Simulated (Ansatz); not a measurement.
`CCC[BH][AlH2]` + `[NH2][GeH2][OH]` → `C[NH][GeH2][OH]` + `CC[BH][AlH2]`  (substitution at a C–C bond)

Isolated molecules relaxed with PBE0-D4/def2-TZVP in Ansatz; ΔE leaves out vibrations. CCSD(T)/CBS adds triple-zeta CCSD(T) − MP2 to the extrapolated MP2 energy (def2 sets, frozen cores). Functionals use def2-TZVPP. B3LYP here is the variant with VWN-RPA as its local correlation; programs differ in this. For Ge outer-core shells are correlated without core-valence functions, which leaves a few kJ/mol of doubt a bond. Scalar relativity is left out up to krypton. One conformer a species, not always the lowest.

`CCC[BH][AlH2]`:

Cartesian coordinates in Å:
```
C 0.156 -1.583 -0.741
C 0.674 -0.930 0.530
C 1.156 0.496 0.290
B 0.107 1.594 -0.053
Al -2.005 1.393 0.145
H -0.665 -1.006 -1.180
H -0.211 -2.595 -0.558
H 0.944 -1.644 -1.497
H -0.119 -0.920 1.289
H 1.480 -1.543 0.948
H 1.997 0.513 -0.417
H 1.600 0.912 1.216
H 0.563 2.655 -0.400
H -2.753 1.626 1.537
H -2.924 1.031 -1.110
```

`[NH2][GeH2][OH]`:

Cartesian coordinates in Å:
```
N 0.427 0.824 1.047
Ge 0.023 -0.049 -0.496
O -1.504 -0.897 -0.151
H 0.816 0.273 1.797
H 0.942 1.685 0.944
H 1.037 -1.132 -0.939
H -0.171 1.026 -1.579
H -1.570 -1.729 -0.624
```

`C[NH][GeH2][OH]`:

Cartesian coordinates in Å:
```
C -0.810 1.126 0.804
N -0.711 0.347 -0.414
Ge 0.289 -1.173 -0.483
O 2.016 -0.938 -0.072
H 0.065 1.756 1.009
H -1.694 1.770 0.776
H -0.933 0.454 1.658
H -0.693 0.916 -1.246
H 0.167 -1.709 -1.921
H -0.185 -2.121 0.620
H 2.490 -0.429 -0.732
```

`CC[BH][AlH2]`:

Cartesian coordinates in Å:
```
C -1.097 0.672 0.860
C -1.015 0.087 -0.543
B 0.315 -0.585 -1.000
Al 2.145 -0.595 0.090
H -0.310 1.415 1.023
H -2.053 1.165 1.054
H -0.975 -0.108 1.618
H -1.177 0.876 -1.300
H -1.849 -0.603 -0.735
H 0.275 -1.111 -2.086
H 3.214 0.582 -0.054
H 2.526 -1.794 1.072
```

```csv
level,ΔE (kJ/mol),difference from CCSD(T)/CBS
PBE-D4,32.2,-3.8
r2SCAN-D4,35.4,-0.6
PBE0-D4,34.5,-1.5
B3LYP-D4,30.4,-5.6
ωB97X-V,32.7,-3.3
ωB97M-V,35.0,-1.0
B2PLYP,31.0,-5.0
PBE,30.5,-5.5
r2SCAN,34.8,-1.2
PBE0,33.0,-3.0
B3LYP,27.8,-8.2
HF/def2-TZVPP,28.9,-7.1
MP2/def2-TZVPP,36.8,0.8
SCS-MP2/def2-TZVPP,33.6,-2.4
CCSD/def2-TZVPP,34.2,-1.8
CCSD(T)/def2-TZVPP,34.6,-1.4
HF/def2-QZVPP,29.1,-6.9
MP2/def2-QZVPP,37.7,1.7
SCS-MP2/def2-QZVPP,34.5,-1.5
HF/CBS(def2),29.2,-6.8
MP2/CBS(def2),38.2,2.2
CCSD/CBS(def2),35.6,-0.4
CCSD(T)/CBS,36.0,0
```

Largest T1 diagnostic among the species: 0.011.

In def2-TZVPP, CCSD(T) changes the Hartree–Fock value by +5.7 kJ/mol (the triples alone add +0.4 kJ/mol) and MP2 by +7.9 kJ/mol.
